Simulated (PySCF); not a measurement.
Isomers of C8H12O2, from PySCF 2.14.0, PBE0-D3(BJ)/def2-SVP geometry optimisation, gas phase. One conformer each, no zero-point energy, no frequencies.

Question: Which isomer lies lowest at this level?
A. `[CH2:1]=[C:2]([CH3:3])[CH2:4]/[CH:5]=[CH:6]/[O:7][C:8]([CH3:9])=[O:10]` with C1–C2–C4–C5 116°, C2–C4–C5–C6 118°, C5–C6–O7–C8 -179°, C6–O7–C8–C9 179°: A = 3811, B = 462.1, C = 453.3 MHz, dipole 1.55 D
B. `[O:1]=[CH:2][O:3][C@@H:4]1[CH2:5][CH2:6][C@@H:7]2[CH2:8][C@@H:9]2[CH2:10]1` with O1–C2–O3–C4 0°, C2–O3–C4–C5 -157°, O3–C4–C5–C6 173°, C4–C5–C6–C7 50°, C5–C6–C7–C8 51°, C6–C7–C8–C9 -109°: A = 2919, B = 848.6, C = 751.7 MHz, dipole 1.97 D
C. `[CH3:1][O:2][C:3](=[O:4])[C@@H:5]1[CH2:6][CH:7]=[CH:8][CH2:9][CH2:10]1` with C1–O2–C3–O4 0°, O2–C3–C5–C6 52°, C3–C5–C6–C7 -170°, C5–C6–C7–C8 15°, C7–C8–C9–C10 14°, C8–C9–C10–C5 -45°: A = 2916, B = 783.0, C = 733.6 MHz, dipole 1.79 D
D. `[CH3:1][C:2](=[O:3])[O:4][C:5]1=[CH:6][CH2:7][CH2:8][CH2:9][CH2:10]1` with C1–C2–O4–C5 177°, C2–O4–C5–C6 6°, C5–C6–C7–C8 14°, C6–C7–C8–C9 -45°, C7–C8–C9–C10 61°, C8–C9–C10–C5 -45°: A = 3215, B = 763.0, C = 635.4 MHz, dipole 2.00 D

Answer: D. That is 1-cyclohexenyl acetate, `CC(=O)OC1=CCCCC1`, 4.1 kcal/mol below the next.

| SMILES | mapped SMILES | E (Eh) | relative (kcal/mol) | relative (kJ/mol) | dipole (D) |
| --- | --- | --- | --- | --- | --- |
| CC(=O)OC1=CCCCC1 | [CH3:1][C:2](=[O:3])[O:4][C:5]1=[CH:6][CH2:7][CH2:8][CH2:9][CH2:10]1 | -461.68220 | 0.0 | 0.0 | 2.00 |
| COC(=O)[C@@H]1CC=CCC1 | [CH3:1][O:2][C:3](=[O:4])[C@@H:5]1[CH2:6][CH:7]=[CH:8][CH2:9][CH2:10]1 | -461.67562 | 4.1 | 17.3 | 1.79 |
| O=CO[C@@H]1CC[C@@H]2C[C@@H]2C1 | [O:1]=[CH:2][O:3][C@@H:4]1[CH2:5][CH2:6][C@@H:7]2[CH2:8][C@@H:9]2[CH2:10]1 | -461.66688 | 9.6 | 40.2 | 1.97 |
| C=C(C)C/C=C/OC(C)=O | [CH2:1]=[C:2]([CH3:3])[CH2:4]/[CH:5]=[CH:6]/[O:7][C:8]([CH3:9])=[O:10] | -461.64183 | 25.3 | 106.0 | 1.55 |
